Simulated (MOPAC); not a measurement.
Job for MOPAC: PM3 on CH4GeS (SMILES [CH3][Ge][SH]), a point of a torsion scan.

```
PM3 1SCF PRECISE CHARGE=0 THREADS=1
CH4GeS

C     -0.90241809 1    -0.17151298 1     0.03836858 1
Ge     0.18731868 1     1.53421629 1    -0.23399689 1
S      2.21547572 1     0.61124989 1     0.08347213 1
H     -0.63121943 1    -0.93512928 1    -0.69211087 1
H     -1.96738560 1     0.03038900 1    -0.07158485 1
H     -0.74379292 1    -0.58746117 1     1.03439919 1
H      1.83829253 1    -0.63758976 1     0.31020199 1
```

It printed:

```
*******************************************************************************
 **                                                                           **
 **                              MOPAC v23.2.5                                **
 **                                                                           **
 *******************************************************************************
 ** MOPAC's Digital Object Identifier: https://doi.org/10.5281/zenodo.6511958 **
 **                                                                           **
 ** Please cite the open-source release paper for use of this MOPAC version:  **
 ** J. E. Moussa and J. J. P. Stewart (2026)                                  **
 ** MOPAC: An open-source semiempirical molecular orbital program             **
 ** J. Open Source Softw., 11(119), 8025, https://doi.org/10.21105/joss.08025 **
 *******************************************************************************

                              PM3 CALCULATION RESULTS

 *******************************************************************************
 *  PM3        - The PM3 Hamiltonian to be used
 *
 *
 *
 *                 CHARGE ON SYSTEM = 0
 *
 *
 *
 *  PRECISE    - TIGHTER CRITERIA TO BE USED
 *  1SCF       - DO 1 SCF AND THEN STOP
 *  THREADS=1  - MULTI-THREADING NOT USED
 *  T=         - A TIME OF 172800.0 SECONDS REQUESTED
 *  DUMP=N     - RESTART FILE WRITTEN EVERY 7200.0 SECONDS REQUESTED
 *******************************************************************************
PM3 1SCF PRECISE CHARGE=0 THREADS=1
 CH4GeS

   ATOM   CHEMICAL          X               Y               Z
  NUMBER   SYMBOL      (ANGSTROMS)     (ANGSTROMS)     (ANGSTROMS)

     1       C         -0.90241809  *  -0.17151298  *   0.03836858  *
     2      Ge          0.18731868  *   1.53421629  *  -0.23399689  *
     3       S          2.21547572  *   0.61124989  *   0.08347213  *
     4       H         -0.63121943  *  -0.93512928  *  -0.69211087  *
     5       H         -1.96738560  *   0.03038900  *  -0.07158485  *
     6       H         -0.74379292  *  -0.58746117  *   1.03439919  *
     7       H          1.83829253  *  -0.63758976  *   0.31020199  *



          CARTESIAN COORDINATES

    NO.       ATOM           X           Y           Z

     1         C         -0.9024     -0.1715      0.0384
     2        Ge          0.1873      1.5342     -0.2340
     3         S          2.2155      0.6112      0.0835
     4         H         -0.6312     -0.9351     -0.6921
     5         H         -1.9674      0.0304     -0.0716
     6         H         -0.7438     -0.5875      1.0344
     7         H          1.8383     -0.6376      0.3102

  H: (PM3): J. J. P. STEWART, J. COMP. CHEM. 10, 209 (1989).
  C: (PM3): J. J. P. STEWART, J. COMP. CHEM. 10, 209 (1989).
  S: (PM3): J. J. P. STEWART, J. COMP. CHEM. 10, 209 (1989).
 Ge: (PM3): J. J. P. STEWART, J. COMP. CHEM. 12, 320-341 (1991).

           Empirical Formula: C H4 Ge S  =     7 atoms



      MOLECULAR POINT GROUP   :   Cs


      RHF CALCULATION, NO. OF DOUBLY OCCUPIED LEVELS = 9


 -------------------------------------------------------------------------------
 PM3 1SCF PRECISE CHARGE=0 THREADS=1
 CH4GeS



     1SCF WAS SPECIFIED, SO BFGS WAS NOT USED
     SCF FIELD WAS ACHIEVED


                              PM3 CALCULATION
                                                       MOPAC v23.2.5 Linux




          FINAL HEAT OF FORMATION =         22.55283 KCAL/MOL =      94.36106 KJ/MOL


          COSMO AREA              =        118.72 SQUARE ANGSTROMS
          COSMO VOLUME            =        111.07 CUBIC ANGSTROMS

          IONIZATION POTENTIAL    =          9.370567 EV
          HOMO LUMO ENERGIES (EV) =         -9.371 -1.000
          NO. OF FILLED LEVELS    =          9
          MOLECULAR WEIGHT        =        120.6926         POINT GROUP:  Cs

          MOLECULAR DIMENSIONS (Angstroms)

            Atom       Atom       Distance
            H     5    S     3     4.22585
            H     7   Ge     2     2.42917
            H     4    H     6     1.76476


          SCF CALCULATIONS        =          1





   ATOM   CHEMICAL          X               Y               Z
  NUMBER   SYMBOL      (ANGSTROMS)     (ANGSTROMS)     (ANGSTROMS)

     1       C         -0.90241809  *  -0.17151298  *   0.03836858  *
     2      Ge          0.18731868  *   1.53421629  *  -0.23399689  *
     3       S          2.21547572  *   0.61124989  *   0.08347213  *
     4       H         -0.63121943  *  -0.93512928  *  -0.69211087  *
     5       H         -1.96738560  *   0.03038900  *  -0.07158485  *
     6       H         -0.74379292  *  -0.58746117  *   1.03439919  *
     7       H          1.83829253  *  -0.63758976  *   0.31020199  *

                             CARTESIAN COORDINATES

   1    C       -0.902418090    -0.171512980     0.038368580
   2   Ge        0.187318680     1.534216290    -0.233996890
   3    S        2.215475720     0.611249890     0.083472130
   4    H       -0.631219430    -0.935129280    -0.692110870
   5    H       -1.967385600     0.030389000    -0.071584850
   6    H       -0.743792920    -0.587461170     1.034399190
   7    H        1.838292530    -0.637589760     0.310201990


           Empirical Formula: C H4 Ge S  =     7 atoms



      MOLECULAR POINT GROUP   :   Cs


                  EIGENVALUES
 -29.04718 -25.75090 -15.47775 -13.82918 -13.77469 -13.17366  -9.93290  -9.50314
  -9.37057  -0.99986  -0.51609   0.88491   1.67942   4.39907   4.42070   4.52848


              NET ATOMIC CHARGES AND DIPOLE CONTRIBUTIONS

  ATOM NO.   TYPE          CHARGE      No. of ELECS.   s-Pop       p-Pop
    1          C          -0.492456        4.4925     1.22179     3.27066
    2         Ge           0.681831        3.3182     1.82262     1.49555
    3          S          -0.364380        6.3644     1.91262     4.45176
    4          H           0.054575        0.9454     0.94542
    5          H           0.057942        0.9421     0.94206
    6          H           0.054564        0.9454     0.94544
    7          H           0.007925        0.9921     0.99208
 DIPOLE           X         Y         Z       TOTAL
 POINT-CHG.    -1.967     3.945    -0.922     4.504
 HYBRID        -0.858    -4.215     0.792     4.373
 SUM           -2.826    -0.269    -0.129     2.841


          ATOMIC ORBITAL ELECTRON POPULATIONS

     Atom    s        px        py        pz
    1  C   1.22179   1.09585   1.14748   1.02733
    2 Ge   1.82262   0.51689   0.78488   0.19378
    3  S   1.91262   1.51916   1.10427   1.82833
    4  H   0.94542
    5  H   0.94206
    6  H   0.94544
    7  H   0.99208

 **********************
 *                    *
 * JOB ENDED NORMALLY *
 *                    *
 **********************




 == MOPAC DONE ==
```

The run finished.

Cost: very roughly 0.04 core-seconds.
